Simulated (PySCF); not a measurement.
# Telling isomers of C$_{5}$H$_{6}$ClF$_{3}$Si apart by NMR

Method: shielding tensors at PBE0/pcSseg-1 (GIAO), geometry from GFN2-xTB, in PySCF (non-relativistic Hamiltonian, no solvent, one computed conformer, one averaged value for each set of equivalent atoms).

Referencing at the same level of theory: ¹H and ¹³C against TMS. Splittings of carbon signals by F and P are missing where no couplings were computed. Where no couplings were computed, multiplicities follow the n + 1 count of equivalent neighbours, and m marks all less simple cases (inequivalent or close neighbours, rings, F or P nearby). Shifts are as computed. Against solution values, carbons near 30 ppm lie about +3 ppm off and those near 130 ppm about +5 ppm; carbons on Cl a further +6 ppm. Of 1211 compounds with measured shifts, 218 miss one by over three times the rms of a fit or turn the order of signals round; such compounds aren't used in these exercises. Carbons bonded to Cl come out too deshielded.

(1) Tabulate the signals of `FC(F)(F)[C@@H]1C(Cl)=C[C@H]1[SiH3]`, `FC(F)=C(F)[SiH2]C/C=C/Cl` and their relative energies.

(2) What is the quickest way to tell FC(F)(F)[C@@H]1C(Cl)=C[C@H]1[SiH3] from FC(F)=C(F)[SiH2]C/C=C/Cl?

## Answers

(1) 
```tsv
SMILES	carbon types	δC	δH	E rel. (kcal/mol)
FC(F)(F)[C@@H]1C(Cl)=C[C@H]1[SiH3]	2×C 3×CH	148.3, 137.1, 134.8, 57.1, 26.9	6.32 (d, 1H), 3.95 (d, 3H), 3.09 (m, 1H), 2.36 (m, 1H)	0.0
FC(F)=C(F)[SiH2]C/C=C/Cl	2×C 2×CH 1×CH2	174.0, 135.9, 133.7, 131.4, 17.3	6.15 (m, 1H), 6.04 (m, 1H), 4.63 (m, 2H), 1.95 (m, 2H)	16.5
```

Energies are electronic energies at PBE0/pcSseg-1 on these geometries, without zero-point or thermal terms, each for the one conformer computed, which needn't be the lowest.

(2) Both give the same number of carbon signals, but DEPT or the intensities differ. The first has an allylic sp3 CH at 57.1 ppm, the second an allylic sp3 CH2 bonded to Si at 17.3 ppm. Their most deshielded carbons lie at 148.3 and 174.0 ppm.
